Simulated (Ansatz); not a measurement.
A run on C7H3F5 (`Cc1c(F)c(F)c(F)c(F)c1F`) with other settings.

```yaml
crystal:
  periodic: [false, false, false]
  atoms:
    - {symbol: C, position_ang: [-1.162808, -1.784192, -0.701314]}
    - {symbol: C, position_ang: [-0.385487, -0.594375, -0.238179]}
    - {symbol: C, position_ang: [-0.861611, 0.697319, -0.404529]}
    - {symbol: F, position_ang: [-2.037549, 0.893064, -0.997448]}
    - {symbol: C, position_ang: [-0.156459, 1.809240, 0.022728]}
    - {symbol: F, position_ang: [-0.643916, 3.027875, -0.156857]}
    - {symbol: C, position_ang: [1.069529, 1.640162, 0.643607]}
    - {symbol: F, position_ang: [1.754989, 2.692648, 1.058642]}
    - {symbol: C, position_ang: [1.574598, 0.364223, 0.828206]}
    - {symbol: F, position_ang: [2.747367, 0.196974, 1.421141]}
    - {symbol: C, position_ang: [0.844101, -0.726495, 0.389155]}
    - {symbol: F, position_ang: [1.356382, -1.940234, 0.581758]}
    - {symbol: H, position_ang: [-1.826846, -2.147367, 0.087838]}
    - {symbol: H, position_ang: [-0.493103, -2.599345, -0.972319]}
    - {symbol: H, position_ang: [-1.779195, -1.529474, -1.562429]}
basis:
  gaussian: {orbitals: "6-31G*"}
hamiltonian: {xc: {name: B3LYP}, dispersion: d3bj}
accuracy: high
```

```sh
$ ansatz run in.yaml --threads 4 --pin off --events-out ev --progress --plain --max-ram 66560MiB --backend cpu
```

It prints (some lines left out):

```
Functional definition: B3LYP
4288 factors; integrals over basis functions are off by at most 1.6e-8 eV
mean field evaluation 1: about -20884.9346 eV, gradient 5.1e1 eV
mean field evaluation 2: about -20884.1338 eV, gradient 5.2e1 eV
mean field evaluation 4: about -20889.9609 eV, gradient 3.2e0 eV
mean field evaluation 8: about -20890.1750 eV, gradient 3.3e-1 eV
mean field evaluation 16: about -20890.1752 eV, gradient 7.9e-5 eV
mean field -20890.17524724 eV, -767.6997804666 hartree, gradient 6.0e-8 eV, S^2 0.000000; 0 other end points of the search recorded, 0 dependent functions left out
reference -20890.17528281 eV, -767.6997817739 hartree; 45, 45 occupied and 141, 141 virtual orbitals, 4288 factors
Total energy: -20890.89109544 eV, -767.7260874029 hartree
```

Hardware: 4 threads of an AMD EPYC 7R13 on a shared host. Wall time 11 s, peak host memory 1.3 GiB.
